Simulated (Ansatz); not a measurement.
Single points on the cluster Ca₂Te₃.

```yaml
crystal:
  periodic: [false, false, false]
  atoms:
    - {symbol: Ca, position_ang: [-1.167292, -0.399346, -1.221701]}
    - {symbol: Ca, position_ang: [1.588527, 0.029959, 0.700333]}
    - {symbol: Te, position_ang: [-0.691777, 2.072999, 0.529629]}
    - {symbol: Te, position_ang: [1.494855, -1.305745, -1.851714]}
    - {symbol: Te, position_ang: [-1.224313, -0.397867, 1.843453]}
basis:
  gaussian: {orbitals: STO-3G}
hamiltonian: {xc: hf}
scf: {omitted_lower_state_checks: [starts]}
output: {orbitals: {seedname: orbitals}}
```

The file start.molden holds the orbitals of an earlier run on this structure, at another level or in another basis.

```sh
$ ansatz run in.yaml --threads 4 --pin off --events-out ev --progress --plain --max-ram 4787MiB
```

Output, abridged:

```
Functional definition: HF
1195 factors; integrals over basis functions are off by at most 1.9e-4 eV
mean field evaluation 1: about -570937.2042 eV, gradient 1.4e1 eV
mean field evaluation 2: about -570937.2228 eV, gradient 1.4e1 eV
mean field evaluation 4: about -570938.9215 eV, gradient 1.0e0 eV
mean field evaluation 8: about -570938.9388 eV, gradient 1.0e-2 eV
mean field -570938.93878575 eV, -20981.6190040642 hartree, gradient 2.8e-5 eV, S^2 0.000000; 0 other end points of the search recorded, 0 dependent functions left out
reference -570938.93878575 eV, -20981.6190040642 hartree; 98, 98 occupied and 9, 9 virtual orbitals, 1195 factors
Total energy: -570938.93878575 eV, -20981.6190040642 hartree
Checks for a lower state left out: starts
```

It took 4.3 s on 4 threads of Intel Xeon on a shared host.

As the first input, with `gaussian: {orbitals: def2-SVP, initial_orbitals: start.molden}`, `hamiltonian: {xc: pbe0, dispersion: d4}` (abridged; 8 s):

```
Functional definition: PBE0
mean field -58749.54012465 eV, -2159.0057777123 hartree, gradient 4.7e-5 eV, S^2 0.000000
Total energy: -58749.84695909 eV, -2159.0170536701 hartree
Checks for a lower state left out: starts
```

First input, but with `gaussian: {orbitals: def2-TZVP, initial_orbitals: start.molden}`, `hamiltonian: {xc: pbe0, dispersion: d4}` (abridged; 17 s):

```
Functional definition: PBE0
mean field -58754.88158389 eV, -2159.2020727187 hartree, gradient 9.6e-6 eV, S^2 0.000000
Total energy: -58755.18841569 eV, -2159.2133485795 hartree
Checks for a lower state left out: starts
```

The first input with `gaussian: {orbitals: def2-TZVP, initial_orbitals: start.molden}`, `hamiltonian: {xc: pbe, dispersion: d4}`, `output: {forces: true, orbitals: {seedname: orbitals}}` (abridged; 11 s):

```
Functional definition: PBE
mean field -58750.89809528 eV, -2159.0556822125 hartree, gradient 2.0e-5 eV, S^2 0.000000
Total energy: -58751.24814993 eV, -2159.0685464835 hartree
Atom 0 force    -0.002252     0.010075     0.013261 eV/Å
Atom 1 force    -0.014099     0.007259     0.005624 eV/Å
Atom 2 force    -0.029032    -0.152487     0.074570 eV/Å
Atom 3 force     0.010908    -0.010096    -0.013030 eV/Å
Atom 4 force     0.034475     0.145249    -0.080425 eV/Å
Dipole moment:    -0.140312     0.121318     0.174218 e Å
Checks for a lower state left out: starts
```

First input, but with `gaussian: {orbitals: def2-TZVP, initial_orbitals: start.molden}`, `hamiltonian: {xc: {name: BHLYP}, dispersion: d4}` (abridged; 19 s):

```
Functional definition: BHLYP
mean field -58759.07671054 eV, -2159.3562407796 hartree, gradient 2.1e-5 eV, S^2 0.000000
Total energy: -58759.82959729 eV, -2159.3839088575 hartree
Checks for a lower state left out: starts
```

As the first input, with `gaussian: {orbitals: def2-TZVP, initial_orbitals: start.molden}`, `hamiltonian: {xc: {name: B3LYP}, dispersion: d4}` (abridged; 15 s):

```
Functional definition: B3LYP
mean field -58771.36105887 eV, -2159.8076822543 hartree, gradient 8.5e-6 eV, S^2 0.000000
Total energy: -58771.94894594 eV, -2159.8292867056 hartree
Checks for a lower state left out: starts
```

First input, but with `gaussian: {orbitals: def2-SVP, initial_orbitals: start.molden}`, `hamiltonian: {xc: pbe, dispersion: d4}` (abridged; 4.5 s):

```
Functional definition: PBE
mean field -58745.46212213 eV, -2158.8559138839 hartree, gradient 2.7e-5 eV, S^2 0.000000
Total energy: -58745.81218479 eV, -2158.8687784494 hartree
Checks for a lower state left out: starts
```

Geometry: PBE-D4/def2-SVP.

In the def2 sets Te takes a core potential, while STO-3G treats all electrons; there is no spin–orbit coupling. B3LYP takes the VWN-RPA correlation. The structure comes from a short search, and lower isomers may exist.
